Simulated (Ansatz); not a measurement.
Basis sets compared for (LiOH)2 ring (Li₂O₂H₂). Total charge 0; singlet. Geometry PBE0-D4/def2-TZVP. Ansatz on 4 threads of Arm Neoverse V2 on a shared host; times are rough, and most runs start from earlier orbitals.

```xyz
6

Li    0.382   -0.307   -1.007
O    -1.276   -0.025   -0.477
Li   -0.382    0.306    1.007
O     1.276    0.025    0.477
H    -2.166   -0.043   -0.810
H     2.166    0.043    0.810
```

Binding counts from free atoms (Li doublet, O triplet, H doublet) in the same basis, without a counterpoise term.

```
           level  functions  energy (Eh)  HOMO (eV)  LUMO (eV)  binding per atom (eV)  wall time
       HF/STO-3G         22    -163.6902      -8.35       3.68                   2.35     0.05 s
        HF/6-31G         40    -165.9058     -10.59       1.30                   2.21      0.1 s
 PBE-D4/def2-SVP         56    -166.5113      -4.52      -0.74                   3.52     0.35 s
PBE0-D4/def2-SVP         56    -166.5191      -6.19      -0.23                   3.40     0.35 s
```

Task: Estimate the rows for PBE-D4/def2-TZVP (with forces), PBE0-D4/def2-TZVP.

Result: 
```json
{"level": "PBE-D4/def2-TZVP (with forces)", "functions": "102", "energy (Eh)": "-166.7125", "HOMO (eV)": "-5.02", "LUMO (eV)": "-0.78", "binding per atom (eV)": "3.49", "wall time": "0.55 s"}
{"level": "PBE0-D4/def2-TZVP", "functions": "102", "energy (Eh)": "-166.7169", "HOMO (eV)": "-6.62", "LUMO (eV)": "-0.21", "binding per atom (eV)": "3.37", "wall time": "0.5 s"}
```
